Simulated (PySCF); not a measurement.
C3H7AlO2, SMILES C1[O][Al]([CH3])[O]C1.

Geometry: PBE0-D3(BJ)/def2-SVP. The geometry has at least one imaginary mode, so it is a saddle point at that level. Other conformers were not sampled.

The numbers are results of PySCF with TDDFT-PBE/def2-SVPD, not measurements.

Vertical excitations. Isolated molecule, no solvent.

Computed UV-visible absorptions:
```
state  energy (eV)  λ (nm)      f                                              main pairs
-----  -----------  ------  -----  ------------------------------------------------------
S1            4.59     270  0.000                                         HOMO→LUMO 100 %
S2            5.37     231  0.007                                        HOMO→LUMO+1 97 %
S3            5.49     226  0.011                                        HOMO−1→LUMO 99 %
S4            5.79     214  0.022                                        HOMO−2→LUMO 99 %
S5            6.00     207  0.002                                     HOMO−1→LUMO+1 100 %
S6            6.15     202  0.000                                       HOMO→LUMO+2 100 %
S7            6.18     201  0.030                                        HOMO−3→LUMO 97 %
S8            6.57     189  0.011                                        HOMO→LUMO+3 85 %
S9            6.60     188  0.031                    HOMO→LUMO+4 58 %, HOMO−2→LUMO+1 38 %
S10           6.62     187  0.044  HOMO−2→LUMO+1 43 %, HOMO→LUMO+4 40 %, HOMO→LUMO+3 12 %
T1            4.49     276      0                                         HOMO→LUMO 100 %
T2            4.93     252      0                                       HOMO→LUMO+1 100 %
T3            5.33     233      0                                        HOMO−1→LUMO 99 %
T4            5.54     224      0                                        HOMO−2→LUMO 96 %
```
Triplets are in the Tamm–Dancoff approximation, which puts them higher than full response would, so one can lie above its singlet here.
